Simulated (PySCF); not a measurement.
NMR data simulated for an unnamed compound:

1H NMR (300 MHz, computed): δ 5.69 (m, 1H), 5.50 (m, 1H), 5.02 (s, 3H), 4.30 (m, 1H), 4.21 (m, 1H), 4.16 (m, 1H), 3.40 (m, 1H).

13C{1H} NMR (computed): δ 157.4 (C), 112.8 (CH), 87.0 (CH), 70.7 (CH2), 66.8 (CH2).

PySCF calculation with σ from GIAO-PBE0/pcSseg-1 and GFN2-xTB structure; one computed conformer, no solvent model, fast rotation and ring inversion assumed for equivalent nuclei, no relativistic terms.

Scale: TMS for 1H (σ = 31.72 ppm), 13C (σ = 186.93 ppm) (reference shieldings calculated alike).

Question: Which of these does the molecule contain: a non-aromatic C=C double bond, a Si–H bond, a nitrile, a ketone, an amide?

Answer: 
- A non-aromatic C=C double bond: yes.
- A Si–H bond: yes (δH 5.02 (s)).
- A nitrile: no.
- A ketone: no.
- An amide: no.

The data belong to `F[C@H]1C=C(O[SiH3])COC1`, C5H9FO2Si; they needn't prove each group on their own.

Carbon signals by region: 2 in the sp2 and nitrile region (100–160 ppm), 3 at 50–100 ppm.

Splittings by 19F in the carbon and heteronuclear signals aren't shown, as no couplings were computed. Shifts are as computed. Against solution values, carbons near 30 ppm lie about +3 ppm off and those near 130 ppm about +5 ppm. Of 1211 compounds with measured shifts, 218 miss one by over three times the rms of a fit or turn the order of signals round; such compounds aren't used in these exercises. No couplings were computed; multiplicities are counted from neighbouring protons, with m where these are inequivalent, close in shift, in a saturated or five-membered ring or joined by F or P, and br s for small geminal =CH2 splittings.
